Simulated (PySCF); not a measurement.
GeOBr, SMILES [O]=[Ge][Br], multiplicity 2. The structure is a stationary point at TPSSh-D3(BJ)/def2-TZVP.

Computed equilibrium geometry at TPSSh-D3(BJ)/def2-TZVP (PySCF confirms it by a frequency run) as a Z-matrix, and its point group:
point group Cs.
```
Ge
O 1 1.6634
Br 1 2.3438 2 120.27
```
Charge 0, spin multiplicity 2.
